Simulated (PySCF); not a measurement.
## GaF⁺: from constants to spectrum

PBE0 constants of GaF⁺, ²Σ⁺ (doublet), unpaired electrons σ ↑ (basis Ga cc-pVTZ-PP with ECP10, F cc-pVTZ; scalar-relativistic core potentials; PySCF 2.14; masses 68.9256 and 18.9984 u):

| Quantity | Value |
| --- | --- |
| ωe | 701.5 cm⁻¹ |
| ωexe | 6.63 cm⁻¹ |
| Be | 0.3884 cm⁻¹ |
| αe | 0.00369 cm⁻¹ |
| D (centrifugal) | 4.76e-07 cm⁻¹ |
| De to Ga⁺ + F | 1.46 eV |

Task: Give the vibrational terms G(v) and spacings up to v = 6.

Result: G(v) = ωe(v+½) − ωexe(v+½)².

```
v  G(v) (cm⁻¹)  G(v) − G(v−1)  Bv (cm⁻¹)
0          349                    0.3866
1         1037            688     0.3829
2         1712            675     0.3792
3         2374            662     0.3755
4         3022            648     0.3718
5         3658            635     0.3681
6         4280            622     0.3644
```

Task: How well does the Morse estimate ωe²/(4ωexe) reproduce De, and what is D0?

Result: It gives 2.30 eV, 158 % of the computed De. D0 = De − G(0) = 1.46 − 0.04 = 1.42 eV.

Spin–orbit coupling is left out. For an ion De counts to the pair picked by the measured ionisation energies or electron affinities, which need not be the lowest pair at this level. The state is the lowest determinant that a PBE0 search found; another state may lie lower at other levels.
